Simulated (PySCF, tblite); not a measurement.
Compound: C6H14AlBO.
Numbering: `[CH3:1][O:2]/[C:3]([B:4]([CH3:5])[CH3:6])=[C:7](\[CH3:8])[AlH2:9]` (hydrogens: H10, H11, H12 on C1; H13, H14, H15 on C5; H16, H17, H18 on C6; H19, H20, H21 on C8; H22, H23 on Al9)

Structure used (GFN2-xTB), in Å, numbered top down from 1:
```
atom  x, y, z in Å
C1     0.519   -2.338    1.333
O2     1.110   -1.498    0.376
C3     0.393   -0.416   -0.082
B4    -0.802    0.262    0.630
C5    -0.966    0.341    2.204
C6    -1.894    1.017   -0.243
C7     0.889    0.242   -1.176
C8     2.208   -0.230   -1.746
Al9   -0.061    1.785   -1.982
H10    1.036   -3.296    1.261
H11    0.644   -1.943    2.346
H12   -0.547   -2.485    1.135
H13   -1.555   -0.499    2.574
H14   -1.495    1.241    2.509
H15   -0.019    0.319    2.739
H16   -1.815    0.816   -1.324
H17   -1.817    2.101   -0.105
H18   -2.907    0.750    0.059
H19    3.024    0.016   -1.066
H20    2.401    0.246   -2.709
H21    2.203   -1.313   -1.870
H22   -0.571    1.680   -3.446
H23    0.018    3.227   -1.404
```

Jobs on this species (23 atoms, 76 electrons) with PySCF (density fitting) and tblite. Hardware of each: an Intel Xeon Platinum 8259CL at 2.50 GHz with one thread, no GPU (shared host). The host was shared with other jobs, so the times are rough.

Question: Rank these jobs by wall time, shortest first.
A. GFN2-xTB; L-BFGS relaxation
B. GFN2-xTB; Hessian by finite differences
C. PBE0/pcSseg-1; shieldings, charges and field gradients; 230 basis functions

Answer: B (1.9 s), A (4.1 s), C (87 s).

All jobs:

```
level and settings                                     work  basis functions  SCF cycles  wall time
          GFN2-xTB            Hessian by finite differences                –           –      1.9 s
          GFN2-xTB                        L-BFGS relaxation                –           –      4.1 s
     PBE0/pcSseg-1  shieldings, charges and field gradients              230          13       87 s
```

Question: What do all jobs in the table cost together?

Answer: About 93 s; the longest takes about 94 % of that, and about 46 times as long as the shortest.
